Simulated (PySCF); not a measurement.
A TDDFT job was run through a driver script with this input:

```
{"job": {"kind": "uv", "xc": "B3LYP", "basis": "def2-SVPD", "nstates": 8, "ntriplets": 3}, "charge": 0, "multiplicity": 1}
C      0.116616     1.953486    -0.275302
C     -0.017099     0.507001    -0.753526
C     -1.497075     0.074632    -0.835400
C     -1.583551    -1.194337     0.016188
C     -0.421682    -1.012162     0.988494
N      0.605076    -0.435742     0.156605
Si     2.283722    -0.541971     0.456215
H      1.165480     2.235389    -0.229982
H     -0.313600     2.060545     0.718116
H     -0.399916     2.625511    -0.956872
H      0.476851     0.419894    -1.728285
H     -2.133704     0.854455    -0.415936
H     -1.810487    -0.101715    -1.862561
H     -2.544544    -1.302307     0.515927
H     -1.403634    -2.076937    -0.598107
H     -0.075130    -1.947313     1.428493
H     -0.711816    -0.333520     1.805127
H      2.933149    -0.265729    -0.825900
H      2.519253    -1.907447     0.927905
H      2.806940     0.398944     1.465767
```

Method: TDDFT B3LYP/def2-SVPD, vertical, gas phase, core orbitals frozen in the response (PySCF 2.14.0, density-fitted response routines). Job line and output are in the format of a driver script around the code.

Q: What does the script print for it, SCF cycles aside?

A: 
```
converged SCF energy = -542.3721980669

Static polarisability (au): isotropic 92.171, principal 81.170 93.270 102.074

Singlet excitations
state   eV       nm        f      main configurations
  1   5.2358    236.8   0.00777   H->L 0.97
  2   5.8805    210.8   0.01279   H->L+1 0.91
  3   6.0729    204.2   0.00944   H->L+2 0.40, H->L+3 0.31, H->L+4 0.13
  4   6.1345    202.1   0.00185   H->L+2 0.47, H->L+3 0.45
  5   6.1441    201.8   0.01912   H->L+4 0.79, H->L+3 0.14
  6   6.4380    192.6   0.02235   H->L+5 0.82, H->L+3 0.09
  7   6.7262    184.3   0.02307   H->L+6 0.98
  8   7.0966    174.7   0.02209   H->L+7 0.97

Triplet excitations (Tamm-Dancoff, eV): 5.1219 5.6685 5.9866
```

The structure is a single GFN2-xTB conformer in the gas phase; no vibrational or solvent corrections.

H and L stand for HOMO and LUMO.

The run took 60 s wall (with the writing of density and orbital grids) on an Arm Neoverse V2 with one thread (shared host), and the process peaked at 0.99 GiB of memory.
